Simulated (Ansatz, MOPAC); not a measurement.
The molecule CdF, multiplicity 2 (lowest of 2S+1 = 2, 4 at CCSD(T)/def2-TZVPP on PBE0 minima; our sources give no spin for the ground state, which may be another). No spin–orbit coupling.

Constants: fifth-degree fit in 1/R to seven points, most abundant isotopes. In def2 and cc sets the state is the lowest found near the PBE0 minimum, followed along R.

Correlated levels freeze the inner cores; with def2 sets outer-core shells near the valence are correlated too. CBS: X⁻³ extrapolation of the correlation energy, Hartree–Fock from the larger set. The state reached by PM6 isn't checked.

Programs: Ansatz (an electronic-structure program); MOPAC for PM6 (differences of heats of formation).  In def2 rows elements past Kr take small-core potentials, without spin–orbit coupling.

| level | r_e (Å) | ω_e (cm⁻¹) | ω_e x_e (cm⁻¹) | dipole (D) |
|---|---|---|---|---|
| PM6 | 1.932 | 461 | 2.3 | - |
| SVWN5/def2-TZVPP | 1.973 | (withheld) | 3.3 | 3.27 |
| PBE/def2-TZVPP | 2.020 | 468 | 3.4 | 3.40 |
| B97M-V/def2-TZVPP | 2.001 | 489 | 3.6 | 3.58 |
| wB97M-V/def2-TZVPP | 1.989 | 522 | 2.9 | 3.66 |
| B2PLYP/def2-TZVPP | 1.996 | 508 | 3.1 | - |
| CCSD/def2-TZVPP | 1.978 | 534 | 2.8 | - |
| CCSD(T)/CBS(def2-TZVPP, def2-QZVPP) | (withheld) | (withheld) | 2.8 | - |

Task: Fill in the missing entries.

Result: 
- CCSD(T)/CBS(def2-TZVPP, def2-QZVPP), r_e (Å): 1.980
- CCSD(T)/CBS(def2-TZVPP, def2-QZVPP), ω_e (cm⁻¹): 539
- SVWN5/def2-TZVPP, ω_e (cm⁻¹): 512
